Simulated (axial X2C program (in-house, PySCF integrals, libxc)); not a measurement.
## Testing model relations on SbAs

A bond curve at the PBE0 level, two-component, was computed with an axial X2C code built on PySCF integrals (basis Sb dyall-cv3z [11s12p8d4f1g], As dyall-cv3z [9s9p6d4f1g] (cores contracted in-house)) for the state Ω = 0 (closed shell). Its fit gives Re = 2.2796 Å, ωe = 372.3 cm⁻¹, ωexe = 0.604 cm⁻¹ and αe = 1.602e-04 cm⁻¹; the masses are 120.9038 and 74.9216 u. Two-component means X2C with spin–orbit coupling and atomic mean-field Coulomb and Gaunt terms.

Problem. Find the reduced mass, Be and the force constant.

Solution. From the PBE0 values: μ = 46.2571 u. Be = 16.8576/(μ Re²) = 0.07013 cm⁻¹. k = 5.8918×10⁻⁷ μ ωe² = 3.78 mdyn/Å.

Problem. The dipole moment p changes by 0.24 D/Å at Re. What harmonic infrared intensity follows?

Solution. I = 42.256 × (dp/dR)²/μ = 0.053 km/mol.

Problem. Give B0, the J = 1←0 line in GHz and the most populated J at 300 K (kT = 208.5 cm⁻¹).

Solution. B0 = Be − αe/2 = 0.07005 cm⁻¹; 2B0 = 4.2 GHz; J(max) ≈ √(kT/2B0) − 1/2 = 38.1, so J = 38.

Problem. Estimate the centrifugal constant by the Kratzer relation.

Solution. D = 4Be³/ωe² = 9.95e-09 cm⁻¹.

Problem. Where do the fundamental and the first overtone lie?

Solution. ν(1←0) = ωe − 2ωexe = 371.1 cm⁻¹; ν(2←0) = 2ωe − 6ωexe = 741.0 cm⁻¹.

One determinant describes the state; a PBE0 search over occupations chose it and may have missed a lower one.
